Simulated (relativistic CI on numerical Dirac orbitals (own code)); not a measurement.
# Spin-allowed bands of a d8 ion in an octahedral site, by hand

Problem. A d8 ion in an octahedral site has a 3A2 ground term and spin-allowed bands at ν1 = 11220 and ν2 = 17021 cm⁻¹ (from a computed ligand-field model). Find Δ and the Racah parameter B, and predict the third band.

Working.
1. The F term splits into A2 (−1.2Δ), T2 (−0.2Δ) and T1 (+0.6Δ), so ν1 = E(T2) − E(A2) = Δ = 11220 cm⁻¹.
2. T1(F) mixes with T1(P), which lies at 15B, through an element 0.4Δ. The two roots, counted from A2, are ν2,3 = ½(15B + 3Δ) ∓ ½√[(15B − Δ)² + 12BΔ].
3. Solving the lower root for B gives B = (2ν1² + ν2² − 3ν1ν2)/(15ν2 − 27ν1) = -31435619/-47625 = 660 cm⁻¹.
4. The sum of the roots is 15B + 3Δ, so ν3 = 15B + 3ν1 − ν2 = 26540 cm⁻¹ (377 nm).

Check. The bands were computed by exact diagonalisation of the d8 shell with B = 660 and Δ = 11220 cm⁻¹, which gives ν3 = 26539 cm⁻¹. C does not enter the terms of highest spin.
